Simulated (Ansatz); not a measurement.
```yaml
crystal:
  periodic: [false, false, false]
  atoms:
    - {symbol: C, position_ang: [-1.166285, 2.799556, -0.921769]}
    - {symbol: S, position_ang: [1.230485, 0.426978, -1.294054]}
    - {symbol: C, position_ang: [2.575528, 0.391173, 1.820892]}
    - {symbol: Al, position_ang: [-1.364169, -3.379665, -1.093834]}
    - {symbol: H, position_ang: [-2.438547, 2.278219, 0.613236]}
    - {symbol: H, position_ang: [-0.288761, 4.628864, -0.566755]}
    - {symbol: H, position_ang: [-2.218153, 2.870267, -2.690592]}
    - {symbol: H, position_ang: [1.109233, -0.003155, 3.214159]}
    - {symbol: H, position_ang: [3.974171, -1.119838, 1.851157]}
    - {symbol: H, position_ang: [3.496674, 2.192941, 2.204755]}
    - {symbol: H, position_ang: [0.827960, -5.452977, -0.932731]}
    - {symbol: H, position_ang: [-2.786976, -2.651915, 1.490477]}
    - {symbol: H, position_ang: [-2.912798, -3.046211, -3.666787]}
basis:
  gaussian: {orbitals: STO-3G, point_charges: [{charge: -1.00, position_ang: [5.324, -0.370, -0.622]}]}
hamiltonian: {xc: {name: LC-wPBE}}
output: {forces: true}
```

```sh
$ ansatz run in.yaml --threads 4 --pin off --events-out ev --progress --plain --max-ram 10444MiB
```

Output, abridged:

```
Functional definition: LC-wPBE
414 factors; integrals over basis functions are off by at most 2.9e-5 eV
233 factors; integrals over basis functions are off by at most 1.0e-5 eV
mean field evaluation 1: about -19309.2607 eV, gradient 6.1e1 eV
mean field evaluation 2: about -19168.4781 eV, gradient 1.0e2 eV
mean field evaluation 4: about -19320.8360 eV, gradient 4.3e1 eV
mean field evaluation 8: about -19328.2916 eV, gradient 4.2e1 eV
mean field evaluation 16: about -19356.6005 eV, gradient 6.5e-1 eV
mean field evaluation 32: about -19356.4933 eV, gradient 1.1e0 eV
mean field -19356.59764839 eV, -711.3418432052 hartree, gradient 2.7e-5 eV, S^2 0.000000; 6 other end points of the search recorded, 0 dependent functions left out
reference -19356.59764840 eV, -711.3418432054 hartree; 25, 25 occupied and 12, 12 virtual orbitals, 414 factors
Total energy: -19356.59764840 eV, -711.3418432054 hartree
Atom 0 at    -1.166285     2.799556    -0.921769 Å, force    -2.040162     1.934165     0.113954 eV/Å
Atom 1 at     1.230485     0.426978    -1.294054 Å, force    -0.244227     0.891460     1.390366 eV/Å
Atom 2 at     2.575528     0.391173     1.820892 Å, force     1.809223    -0.257917     3.160308 eV/Å
Atom 3 at    -1.364169    -3.379665    -1.093834 Å, force    -0.455364    -0.672050     0.066081 eV/Å
Atom 4 at    -2.438547     2.278219     0.613236 Å, force     2.913943     1.429506    -3.688521 eV/Å
Atom 5 at    -0.288761     4.628864    -0.566755 Å, force    -2.329668    -4.324190    -0.840006 eV/Å
Atom 6 at    -2.218153     2.870267    -2.690592 Å, force     2.417600    -0.018730     4.360295 eV/Å
Atom 7 at     1.109233    -0.003155     3.214159 Å, force     3.437919     0.995976    -3.387137 eV/Å
Atom 8 at     3.974171    -1.119838     1.851157 Å, force    -3.391336     3.777190    -0.318568 eV/Å
Atom 9 at     3.496674     2.192941     2.204755 Å, force    -2.334654    -4.391859    -0.993401 eV/Å
Atom 10 at     0.827960    -5.452977    -0.932731 Å, force    -1.547497     1.429345    -0.111952 eV/Å
Atom 11 at    -2.786976    -2.651915     1.490477 Å, force     0.957984    -0.499710    -1.747726 eV/Å
Atom 12 at    -2.912798    -3.046211    -3.666787 Å, force     1.080476    -0.234064     1.797548 eV/Å
Dipole moment:     1.577327    -0.638012     0.520089 e Å
```

In this input the coordinates are in bohr but typed as ångström. The calculation finished and met its thresholds. The result belongs to that input, not to the molecule as meant.
